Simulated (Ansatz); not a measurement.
Method: frozen-core CCSD(T)/def2-TZVPD // CAM-B3LYP-D3(BJ)/def2-TZVPD (Ansatz, a quantum-chemistry and plane-wave program). The restricted HF reference is unstable towards unrestricted orbitals.

Ansatz 0.2 input:
```yaml
crystal:
  periodic: [false, false, false]
  atoms:
    - { symbol: O, position_ang: [-1.593816, -1.160799, -0.74679] }
    - { symbol: Si, position_ang: [-0.86796, 0.047282, -0.089544] }
    - { symbol: C, position_ang: [1.031674, -0.222843, 0.063844] }
    - { symbol: S, position_ang: [2.240631, 0.827702, -0.184215] }
    - { symbol: H, position_ang: [-1.181812, 0.353304, 1.363693] }
    - { symbol: H, position_ang: [-0.954461, 1.392501, -0.757313] }
    - { symbol: H, position_ang: [1.325741, -1.237145, 0.350324] }
basis:
  gaussian: { orbitals: def2-TZVPD }
correlation:
  method: ccsd_t
total_charge: -1
```

Output:

```
Functional definition: HF
1244 factors; integrals over basis functions are off by at most 9.7e-4 eV
mean field evaluation 1: about -21793.8761 eV, gradient 3.6e1 eV
mean field evaluation 2: about -21793.9918 eV, gradient 3.6e1 eV
mean field evaluation 4: about -21797.3434 eV, gradient 3.9e0 eV
mean field evaluation 8: about -21797.4235 eV, gradient 3.7e-1 eV
mean field evaluation 16: about -21797.4246 eV, gradient 2.5e-6 eV
mean field -21797.42463942 eV, -801.0405806737 hartree, gradient 2.5e-6 eV, S^2 0.000000; 0 other end points of the search recorded, 0 dependent functions left out; unrestricted orbitals would lower it
12 core orbitals not correlated
reference -21797.42463942 eV, -801.0405806737 hartree; 12, 12 occupied and 169, 169 virtual orbitals, 1244 factors
second order -18.92597774 eV of doubles, -0.00000000 eV of singles
cycle   1  -19.04732501 eV  change   -1.2e-1 eV  update   1.3e-1
cycle   2  -19.62744392 eV  change   -5.8e-1 eV  update   4.8e-2
cycle   3  -19.81434294 eV  change   -1.9e-1 eV  update   2.8e-2
cycle   4  -19.81348133 eV  change    8.6e-4 eV  update   1.0e-2
cycle   5  -19.80178428 eV  change    1.2e-2 eV  update   5.3e-3
cycle   6  -19.80354253 eV  change   -1.8e-3 eV  update   2.2e-3
cycle   7  -19.80407618 eV  change   -5.3e-4 eV  update   9.4e-4
cycle   8  -19.80365058 eV  change    4.3e-4 eV  update   4.7e-4
cycle   9  -19.80362348 eV  change    2.7e-5 eV  update   2.8e-4
cycle  10  -19.80395796 eV  change   -3.3e-4 eV  update   2.1e-4
cycle  11  -19.80375003 eV  change    2.1e-4 eV  update   1.5e-4
cycle  12  -19.80369704 eV  change    5.3e-5 eV  update   8.2e-5
cycle  13  -19.80374282 eV  change   -4.6e-5 eV  update   5.0e-5
cycle  14  -19.80369291 eV  change    5.0e-5 eV  update   2.5e-5
cycle  15  -19.80370623 eV  change   -1.3e-5 eV  update   1.4e-5
perturbative correction -0.97790186 eV, -0.0359372305 hartree
Total energy: -21818.20624751 eV, -801.8042906847 hartree
```

Cost: roughly 2.6 core-minutes.
